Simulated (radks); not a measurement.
Results of a calculation; reference values are marked as such.
Valence configurations of neutral rhenium (all share [Xe]). Level of theory: scalar-relativistic Kohn-Sham, PBE, spin-polarised, spherical densities, point nucleus; open shells are filled with parallel spins first (spin-orbit coupling, left out, can overturn this in heavy ions) (a radial shooting solver on a logarithmic mesh with Libxc functionals). Energies are relative to 4f14 5d5 6s2; eigenvalues in eV for spin up.

| valence | E (eV) | moment (Bohr magnetons) | e(4f) | e(5d) | e(6p) | e(6s) |
|---|---|---|---|---|---|---|
| 4f14 5d5 6s2 | 0.000 | 5 | -42.015 | -6.400 | - | -6.562 |
| 4f14 5d5 6s1.5 6p0.5 | 1.488 | 6 | -42.775 | -7.167 | -2.097 | -7.239 |
| 4f14 5d6 6s1 | 1.501 | 5 | -39.829 | -4.854 | - | -5.978 |
| 4f14 5d5 6s1 6p1 | 2.741 | 7 | -43.434 | -7.846 | -2.488 | -7.817 |
| 4f14 5d7 | 5.035 | 3 | -38.248 | -3.576 | - | - |
| 4f14 5d5 6s0.5 6p1.5 | 5.434 | 7 | -44.202 | -8.516 | -2.838 | -8.280 |
| 4f14 5d4 6s2 6p1 | 5.741 | 5 | -46.397 | -9.439 | -2.764 | -8.401 |
| 4f14 5d5 6p2 | 8.179 | 7 | -44.943 | -9.153 | -3.170 | - |
| 4f13 5d6 6s2 | 42.071 | 5 | -52.241 | -7.381 | - | -6.552 |
| 4f13 5d5 6s2 6p1 | 46.066 | 7 | -56.606 | -10.952 | -2.791 | -8.655 |

NIST lists [Xe] 4f14 5d5 6s2 as the ground configuration; this level of theory agrees among the configurations tried. The energies are those of spherical high-spin densities, not of single terms.
